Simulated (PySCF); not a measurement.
In (indium, neutral) across methods

[Kr] 4d10 5s2 5p1, 2P determinant. Calculation: PySCF 2.14, in aug-cc-pVDZ-PP with ECP28MDF (5s4p3d, 32 functions); scalar relativity through the core potential.

```
method  E (hartree)  mean ε 5s α (eV)  mean ε 5s β (eV)  mean ε 5p α (eV)  Σ⟨r²⟩ (bohr²)   ⟨S²⟩
 TPSSh    -190.0353            -8.835            -8.131            -3.164          56.07  0.753
   PBE    -190.1110            -8.439            -7.946            -2.815          56.51  0.752
   M06    -190.1715            -9.410            -9.244            -3.240          56.89  0.751
PBEsol    -189.8847            -8.500            -7.993            -2.808          56.24  0.752
 HSE06    -190.1075            -9.039            -8.381            -3.203          56.23  0.753
   LDA    -189.7887            -8.724            -8.292            -2.849          56.13  0.751
r2SCAN    -190.1751            -8.685            -8.107            -3.048          55.71  0.755
  PBE0    -190.1085            -9.410            -8.693            -3.583          56.18  0.753
```

Estimate the same row for UHF.

E (hartree) = -189.20558; mean ε 5s α (eV) = -11.565; mean ε 5s β (eV) = -10.077; mean ε 5p α (eV) = -5.457; Σ⟨r²⟩ (bohr²) = 57.49; ⟨S²⟩ = 0.763.

Energies and moments cover only the electrons outside the core potential.
